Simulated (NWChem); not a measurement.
System: Si₂H₆O₃; SMILES O[SiH](O)O[SiH3]

Output (shortened):

```
             Northwest Computational Chemistry Package (NWChem) 7.3.0
             --------------------------------------------------------

 C1  symmetry detected

                             Geometry "geometry" -> ""
                             -------------------------

 Output coordinates in angstroms (scale by  1.889725989 to convert to a.u.)

  No.       Tag          Charge          X              Y              Z
 ---- ---------------- ---------- -------------- -------------- --------------
    1 Si                  14.0000    -0.00821868    -0.93661120    -0.37420454
    2 O                    8.0000    -1.50240866    -1.31251145     0.20727857
    3 O                    8.0000     1.09529898    -1.95954843     0.30834385
    4 O                    8.0000     0.46149514     0.60009257     0.02013313
    5 Si                  14.0000    -0.01371423     2.19024722     0.06603987
    6 H                    1.0000    -0.09871816    -1.05519809    -1.84391035
    7 H                    1.0000    -1.55007010    -1.56624981     1.13417629
    8 H                    1.0000     1.96157996    -1.58294394     0.48799674
    9 H                    1.0000     1.20742664     3.03696020     0.17958437
   10 H                    1.0000    -0.89228331     2.43574719     1.24795685
   11 H                    1.0000    -0.75595803     2.55651869    -1.17754296

 Effective nuclear repulsion energy (a.u.)     312.9148605884

                                 NWChem DFT Module
                                 -----------------

 Summary of "ao basis" -> "ao basis" (spherical)
 ------------------------------------------------------------------------------
       Tag                 Description            Shells   Functions and Types
 ---------------- ------------------------------  ------  ---------------------
 Si                         def2-svp                 8       18   4s3p1d
 O                          def2-svp                 6       14   3s2p1d
 H                          def2-svp                 3        5   2s1p

            General Information
            -------------------
          SCF calculation type: DFT
          Wavefunction type:  closed shell.
          No. of atoms     :    11
          No. of electrons :    58
           Alpha electrons :    29
            Beta electrons :    29
          Charge           :     0
          Spin multiplicity:     1
          Use of symmetry is: off; symmetry adaption is: off
          Maximum number of iterations: 150
          AO basis - number of functions:   108
                     number of shells:    52
          Convergence on energy requested:  1.00D-06
          Convergence on density requested:  1.00D-05
          Convergence on gradient requested:  5.00D-04

              XC Information
              --------------
                        M06-L Method XC Functional
                         M06-L Exchange Functional  1.000
                       M06-L Correlation Potential  1.000

             Grid Information
             ----------------
          Grid used for XC integration:  xfine
          Radial quadrature: Mura-Knowles
          Angular quadrature: Lebedev.
          Tag              B.-S. Rad. Rad. Pts. Rad. Cut. Ang. Pts.
          ---              ---------- --------- --------- ---------
          Si                  1.10      125          12.0      1454
          O                   0.60      100          13.0      1454
          H                   0.35      100          13.0      1202
          Grid pruning is: on
          Number of quadrature shells:  1150
          Spatial weights used:  Erf1

      Superposition of Atomic Density Guess
      -------------------------------------

 Sum of atomic energies:        -804.54622433

      Non-variational initial energy
      ------------------------------

 Total energy =    -806.163695
 1-e energy   =   -1735.793353
 2-e energy   =     616.714797
 HOMO         =      -0.394248
 LUMO         =       0.038485

     ---------------------------------------------
      Total Density - Mulliken Population Analysis
     ---------------------------------------------

    Atom       Charge   Shell Charges
 -----------   ------   -------------------------------------------------------
    1 Si  14    12.60   2.00  1.99  0.83  0.10  5.93  0.87  0.50  0.38
    2 O    8     8.76   1.99  1.10  0.63  3.09  1.94  0.00
    3 O    8     8.76   1.99  1.10  0.63  3.09  1.94  0.00
    4 O    8     8.94   1.99  1.10  0.66  3.13  2.05  0.00
    5 Si  14    13.24   2.00  1.99  0.96  0.25  5.94  1.02  0.89  0.19
    6 H    1     1.11   0.69  0.40  0.01
    7 H    1     0.65   0.52  0.07  0.06
    8 H    1     0.65   0.52  0.07  0.06
    9 H    1     1.10   0.70  0.39  0.01
   10 H    1     1.10   0.70  0.38  0.01
   11 H    1     1.10   0.70  0.38  0.01

[...]

                         DFT ENERGY GRADIENTS

    atom               coordinates                        gradient
                 x          y          z           x          y          z
   1 Si     -0.015531  -1.769939  -0.707144   -0.000355  -0.001267   0.002164
   2 O      -2.839141  -2.480287   0.391700    0.000327   0.000443  -0.000184
   3 O       2.069815  -3.703010   0.582685   -0.000561   0.000149  -0.000299
   4 O       0.872099   1.134011   0.038046    0.000232  -0.001001   0.000271
   5 Si     -0.025916   4.138967   0.124797    0.000092  -0.000924   0.000053
   6 H      -0.186550  -1.994035  -3.484485    0.000212  -0.000154  -0.003104
   7 H      -2.929208  -2.959783   2.143282   -0.000174  -0.000182   0.000724
   8 H       3.706849  -2.991330   0.922180    0.000608   0.000175   0.000266
   9 H       2.281706   5.739023   0.339365    0.001698   0.001468   0.000150
  10 H      -1.686171   4.602895   2.358296   -0.001127   0.000629   0.001523
  11 H      -1.428554   4.831120  -2.225234   -0.000951   0.000664  -0.001564
```

Level: M06-L/def2-SVP. Geometry: optimised at PBE0/def2-SVP.

Q: Reconstruct the input file.

A: This is not unique; one that fits is the input that was run:
```
start job
memory heap 200 mb stack 900 mb global 1100 mb
geometry units angstroms noautoz
  Si    -0.006401    -1.007753    -0.422577
  O     -1.428644    -1.429528     0.292516
  O      1.175359    -2.032050     0.110605
  O      0.477754     0.523628    -0.025012
  Si    -0.014002     2.102524     0.122591
  H     -0.242749    -1.080137    -1.879007
  H     -1.378894    -1.714086     1.210310
  H      2.049637    -1.645756     0.215313
  H      1.199640     2.967217     0.142068
  H     -0.772567     2.293423     1.394290
  H     -0.883131     2.495432    -1.027112
end
basis spherical
  * library def2-svp
end
dft
  xc m06-l
  grid xfine
  iterations 150
  mulliken
end
task dft gradient
```
